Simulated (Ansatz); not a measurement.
Program: Ansatz. Geometries: PBE0-D4/def2-TZVP. ΔE: electronic, gas phase. CBS: MP2 limit from def2 TZ/QZ plus the TZ coupled-cluster correction, frozen cores. Functionals use def2-TZVPP. B3LYP here is the variant with VWN-RPA as its local correlation; programs differ in this. For Ge outer-core shells are correlated without core-valence functions, which leaves a few kJ/mol of doubt a bond. Scalar relativity is left out up to krypton. Each species was taken in one conformer, which may not be the lowest.

Reaction (ligand exchange at the Si–C bond): `C[SiH](Cl)C#C[Si](F)(F)Cl` + `[SH][GeH2][Cl]` → `F[Si](F)(Cl)[S][GeH2][Cl]` + `C#C[SiH](C)Cl`

`C[SiH](Cl)C#C[Si](F)(F)Cl`:

```xyz
13

C     2.145   -0.784   -1.308
Si    0.314   -0.754   -1.577
Cl   -0.420   -2.663   -1.725
C    -0.515    0.045   -0.151
C    -1.044    0.588    0.797
Si   -1.820    1.361    2.222
F    -1.166    2.767    2.489
F    -3.351    1.598    1.943
Cl   -1.624    0.224    3.871
H     2.644   -1.267   -2.150
H     2.526    0.236   -1.214
H     2.389   -1.332   -0.396
H    -0.078   -0.019   -2.800
```

`[SH][GeH2][Cl]`:

Z-matrix (Å, degrees):
```
Ge
Cl 1 2.156
S 1 2.205 2 110.8
H 1 1.530 2 107.6 3 -116.4
H 1 1.532 2 105.9 3 120.9
H 3 1.343 1 94.0 2 72.4
```

`F[Si](F)(Cl)[S][GeH2][Cl]`:

Z-matrix (Å, degrees):
```
Si
F 1 1.576
Cl 1 2.015 2 108.0
F 1 1.580 2 107.8 3 116.3
S 1 2.096 2 107.8 3 -123.9
Ge 5 2.229 1 99.8 2 -150.4
Cl 6 2.145 5 110.0 1 -60.6
H 6 1.527 5 111.1 1 58.3
H 6 1.529 5 104.4 1 -176.9
```

`C#C[SiH](C)Cl`:

```xyz
10

C     0.268   -2.411    0.988
C    -0.041   -1.266    0.769
Si   -0.472    0.471    0.429
C     0.458    1.100   -1.044
Cl   -2.495    0.574    0.065
H     0.536   -3.424    1.184
H    -0.206    1.272    1.645
H     0.188    2.137   -1.252
H     0.231    0.497   -1.925
H     1.533    1.049   -0.857
```

```csv
level,ΔE (kJ/mol),difference from CCSD(T)/CBS
r2SCAN-D4,-24.6,0.3
PBE0-D4,-28.1,-3.2
B3LYP-D4,-25.2,-0.3
ωB97M-V,-27.8,-2.9
PBE,-19.8,5.1
PBE0,-21.4,3.5
B3LYP,-12.5,12.4
HF/def2-TZVPP,-11.3,13.6
MP2/def2-TZVPP,-23.4,1.5
SCS-MP2/def2-TZVPP,-18.5,6.4
CCSD(T)/def2-TZVPP,-19.8,5.1
HF/def2-QZVPP,-10.7,14.2
MP2/def2-QZVPP,-26.1,-1.2
SCS-MP2/def2-QZVPP,-20.9,4.0
HF/CBS(def2),-10.6,14.3
CCSD/CBS(def2),-23.1,1.8
CCSD(T)/CBS,-24.9,0
```

Largest T1 diagnostic among the species: 0.011.

In def2-TZVPP, CCSD(T) changes the Hartree–Fock value by −8.5 kJ/mol (the triples alone add −1.8 kJ/mol) and MP2 by −12.1 kJ/mol. The D4 term adds −12.7 kJ/mol with B3LYP and −6.7 kJ/mol with PBE0; it sums over pairs of atoms, weighted by their polarisabilities, and B3LYP, whose exchange is more repulsive, gets the larger term.
